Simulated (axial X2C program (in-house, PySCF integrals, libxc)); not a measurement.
# Spin–orbit effects down a group: molecules with Ti (ions), PBE0

All values come from calculations with an in-house relativistic program for diatomic molecules, spin-free (one-electron X2C) or two-component (2c: spin–orbit coupling with atomic mean-field Coulomb and Gaunt terms, which also bring small scalar terms), in Dyall basis sets with cores contracted in-house; open shells are unrestricted.

Basis sets: O dyall-av3z, S dyall-av3z, Se dyall-cv3z, Ti dyall-cv3z.

| molecule | spin-free state | Re (Å) | ωe (cm⁻¹) | De (eV) | 2c state | Re 2c (Å) | ωe 2c (cm⁻¹) | De 2c (eV) |
| --- | --- | --- | --- | --- | --- | --- | --- | --- |
| TiO⁺ | M_S = 1/2, Λ = 2 | 1.556 | 1147.9 | 6.48 | Ω = 3/2 | 1.556 | 1147.7 | n/a |
| TiS⁺ | M_S = 1/2, Λ = 2 | 2.023 | 623.1 | 4.18 | Ω = 3/2 | 2.023 | 623.2 | n/a |
| TiSe⁺ | M_S = 1/2, Λ = 2 | 2.170 | 416.2 | 3.59 | Ω = 3/2 | 2.171 | 416.5 | n/a |

(1) Work out the shifts from the spin-free to the two-component result.

Fragments in 2c: Ti+ + O, Ti+ + S, Se + Ti+. Each entry is the lowest single determinant of a limited PBE0 search at one distance. De goes to single-determinant-based atoms at the same level (for ions the charge split of lowest energy) and is withheld (n/a) where an atom does not fit its ground term or J level. Main or longest-lived isotopes. One determinant is a doubtful description, or other states lie close, for TiO⁺, TiS⁺, TiSe⁺; these need not be ground states, and all values refer to the states named. The functionals have no current term, which raises determinants with orbital currents.

Results:

(1) 

```tsv
molecule	2c state	ΔRe (Å)	Δωe (cm⁻¹)	ΔDe (eV)
TiO⁺	Ω = 3/2	0.000	-0.2	n/a
TiS⁺	Ω = 3/2	0.000	0.1	n/a
TiSe⁺	Ω = 3/2	0.001	0.3	n/a
```

Shifts of one unit in the last digit are rounding.
